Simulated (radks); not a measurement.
Results of a calculation; reference values are marked as such.
Task: The indium ion In3+, [Kr] 4d10. Level of theory: non-relativistic Kohn-Sham, PBE, spin-polarised, spherical densities, point nucleus (a radial shooting solver on a logarithmic mesh with Libxc functionals). Every spin shell is full or empty, so the densities are truly spherical. Functionals are evaluated on that one density, not self-consistently. Rank these exchange functionals by their error against the exact value of the orbitals, and give that value: LDA, B88, PBE, RPBE, PW86, AM05, r2SCAN, MVS.

Result: Exact: -153.158 hartree. From best to worst, with 100 (|E| - |E exact|)/|E exact| (equal figures are ties): B88 -0.01, MVS +0.07, r2SCAN -0.11, PW86 -0.23, RPBE -0.26, PBE -0.47, AM05 -4.59, LDA -4.94.
